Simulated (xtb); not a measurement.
Input file for xtb: GFN1-xTB on H5NSiSn (SMILES [NH2][Sn][SiH3]), a point of a torsion scan.

```
$ xtb mol.xyz --gfn 1 --sp --chrg 0 --uhf 0
8

N      1.92212066    -0.13177005     0.11254635
Sn     0.62344056    -0.07709642     1.66473769
Si    -1.43711101     0.06446604     0.06956892
H      2.92468430    -0.19163398     0.21400151
H      1.72638530    -0.10609584    -0.87703801
H     -1.58979268    -1.07350275    -0.85675864
H     -2.76379994     0.14156202     0.71049043
H     -1.44632141     1.22887221    -0.83620719
```

Output:

```
[...]
           -------------------------------------------------
          |                Calculation Setup                |
           -------------------------------------------------



           -------------------------------------------------
          |                 G F N 1 - x T B                 |
           -------------------------------------------------

        Reference                      10.1021/acs.jctc.7b00118
      * Hamiltonian:
        H0-scaling (s, p, d)           1.850000    2.250000    2.000000
        zeta-weighting                 0.000000
      * Dispersion:
        s8                             2.400000
        a1                             0.630000
        a2                             5.000000
        s9                             0.000000
      * Repulsion:
        kExp                           1.500000
        rExp                           1.000000
      * Coulomb:
        alpha                          2.000000
        third order                    atomic
        anisotropic                    false
      * Halogen bond correction:
        rad-scale                      1.300000
        damping                        0.440000


          ...................................................
          :                      SETUP                      :
          :.................................................:
          :  # basis functions                  34          :
          :  # atomic orbitals                  32          :
          :  # shells                           18          :
          :  # electrons                        18          :
          :  # halogen bonds                     0          :
          :  max. iterations                   250          :
          :  Hamiltonian                  GFN1-xTB          :
          :  restarted?                      false          :
          :  GBSA solvation                  false          :
          :  PC potential                    false          :
          :  electronic temp.          300.0000000     K    :
          :  accuracy                    1.0000000          :
          :  -> integral cutoff          0.2500000E+02      :
          :  -> integral neglect         0.1000000E-07      :
          :  -> SCF convergence          0.1000000E-05 Eh   :
          :  -> wf. convergence          0.2000000E-04 e    :
          :  Broyden damping             0.4000000          :
          :  net charge                          0          :
          :  unpaired electrons                  0          :
          ...................................................

 iter      E             dE          RMSdq      gap      omega  full diag
   1    -10.2139612 -0.102140E+02  0.476E+00    2.09       0.0  T
   2    -10.2829611 -0.689999E-01  0.402E+00    2.18       1.0  T
   3    -10.3009865 -0.180254E-01  0.240E+00    2.13       1.0  T
   4    -10.3008090  0.177462E-03  0.438E-01    2.09       1.0  T
   5    -10.3018446 -0.103566E-02  0.333E-01    2.07       1.0  T
   6    -10.3024729 -0.628296E-03  0.578E-02    2.08       1.0  T
   7    -10.3024951 -0.221430E-04  0.119E-02    2.09       3.0  T
   8    -10.3024960 -0.905026E-06  0.238E-04    2.09     148.7  T
   9    -10.3024960 -0.676188E-10  0.641E-05    2.09     551.6  T
  10    -10.3024960 -0.155076E-11  0.399E-06    2.09    8871.8  T

   *** convergence criteria satisfied after 10 iterations ***

         #    Occupation            Energy/Eh            Energy/eV
      -------------------------------------------------------------
         1        2.0000           -0.9373130             -25.5056
       ...           ...                  ...                  ...
         3        2.0000           -0.6206414             -16.8885
         4        2.0000           -0.5393291             -14.6759
         5        2.0000           -0.4749976             -12.9253
         6        2.0000           -0.4624395             -12.5836
         7        2.0000           -0.4618801             -12.5684
         8        2.0000           -0.4148135             -11.2876
         9        2.0000           -0.3838544             -10.4452 (HOMO)
        10                         -0.3071373              -8.3576 (LUMO)
        11                         -0.2422191              -6.5911
        12                         -0.1888795              -5.1397
        13                         -0.1822725              -4.9599
        14                         -0.1739257              -4.7328
       ...                                ...                  ...
        32                          1.5073918              41.0182
      -------------------------------------------------------------
                  HL-Gap            0.0767171 Eh            2.0876 eV
             Fermi-level           -0.3454959 Eh           -9.4014 eV

 SCC (total)                   0 d,  0 h,  0 min,  0.009 sec
 SCC setup                      ...        0 min,  0.000 sec (  1.154%)
 Dispersion                     ...        0 min,  0.000 sec (  0.525%)
 classical contributions        ...        0 min,  0.000 sec (  0.193%)
 integral evaluation            ...        0 min,  0.002 sec ( 26.107%)
 iterations                     ...        0 min,  0.002 sec ( 25.705%)
 molecular gradient             ...        0 min,  0.004 sec ( 44.370%)
 printout                       ...        0 min,  0.000 sec (  1.806%)

         :::::::::::::::::::::::::::::::::::::::::::::::::::::
         ::                     SUMMARY                     ::
         :::::::::::::::::::::::::::::::::::::::::::::::::::::
         :: total energy             -10.235332088805 Eh    ::
         :: gradient norm              0.027992326465 Eh/a0 ::
         :: HOMO-LUMO gap              2.087578583849 eV    ::
         ::.................................................::
         :: SCC energy               -10.302495990588 Eh    ::
         :: -> electrostatic           0.026054540058 Eh    ::
         :: repulsion energy           0.069713946276 Eh    ::
         :: dispersion energy         -0.002550044493 Eh    ::
         :: halogen bond corr.         0.000000000000 Eh    ::
         :: add. restraining           0.000000000000 Eh    ::
         :: total charge              -0.000000000000 e     ::
         :::::::::::::::::::::::::::::::::::::::::::::::::::::

           -------------------------------------------------
          |                Property Printout                |
           -------------------------------------------------

    * Orbital Energies and Occupations

         #    Occupation            Energy/Eh            Energy/eV
      -------------------------------------------------------------
         1        2.0000           -0.9373130             -25.5056
         2        2.0000           -0.7273288             -19.7916
         3        2.0000           -0.6206414             -16.8885
         4        2.0000           -0.5393291             -14.6759
         5        2.0000           -0.4749976             -12.9253
         6        2.0000           -0.4624395             -12.5836
         7        2.0000           -0.4618801             -12.5684
         8        2.0000           -0.4148135             -11.2876
         9        2.0000           -0.3838544             -10.4452 (HOMO)
        10                         -0.3071373              -8.3576 (LUMO)
        11                         -0.2422191              -6.5911
        12                         -0.1888795              -5.1397
        13                         -0.1822725              -4.9599
        14                         -0.1739257              -4.7328
        15                         -0.1216808              -3.3111
        16                         -0.1160033              -3.1566
Note: The following floating-point exceptions are signalling: IEEE_DENORMAL
normal termination of xtb
        17                         -0.0984257              -2.6783
        18                         -0.0658585              -1.7921
        19                         -0.0549547              -1.4954
        20                         -0.0540519              -1.4708
       ...                                ...                  ...
        32                          1.5073918              41.0182
      -------------------------------------------------------------
                  HL-Gap            0.0767171 Eh            2.0876 eV
             Fermi-level           -0.3454959 Eh           -9.4014 eV

  Mulliken/CM5 charges         n(s)   n(p)   n(d)
     1N    -0.51392 -0.96668   1.475  4.039  0.000
     2Sn    0.26150  0.37008   1.959  1.678  0.102
     3Si    0.10536 -0.17270   1.372  2.152  0.370
     4H     0.19157  0.37920   0.808  0.000  0.000
     5H     0.19887  0.38706   0.801  0.000  0.000
     6H    -0.08001  0.00221   1.080  0.000  0.000
     7H    -0.08333 -0.00136   1.083  0.000  0.000
     8H    -0.08004  0.00218   1.080  0.000  0.000

Wiberg/Mayer (AO) data.
largest (>0.10) Wiberg bond orders for each atom

 ---------------------------------------------------------------------------
     #   Z sym  total        # sym  WBO       # sym  WBO       # sym  WBO
 ---------------------------------------------------------------------------
     1   7 N    3.241 --     2 Sn   1.255     4 H    0.951     5 H    0.949
     2  50 Sn   2.313 --     1 N    1.255     3 Si   0.969
     3  14 Si   3.881 --     2 Sn   0.969     7 H    0.939     8 H    0.937
                             6 H    0.937
     4   1 H    0.968 --     1 N    0.951
     5   1 H    0.958 --     1 N    0.949
     6   1 H    0.989 --     3 Si   0.937
     7   1 H    0.988 --     3 Si   0.939
     8   1 H    0.989 --     3 Si   0.937
 ---------------------------------------------------------------------------

Topologies differ in total number of bonds
Writing topology from bond orders to xtbtopo.mol

 dipole moment from electron density (au)
     X       Y       Z
   1.2083  -0.0867   1.2061  total (Debye):    4.345


           -------------------------------------------------
          | TOTAL ENERGY              -10.235332088805 Eh   |
          | GRADIENT NORM               0.027992326465 Eh/α |
          | HOMO-LUMO GAP               2.087578583849 eV   |
           -------------------------------------------------

------------------------------------------------------------------------
------------------------------------------------------------------------
 total:
 SCF:
```

The run finished.

Cost: very roughly 0.03 core-seconds.
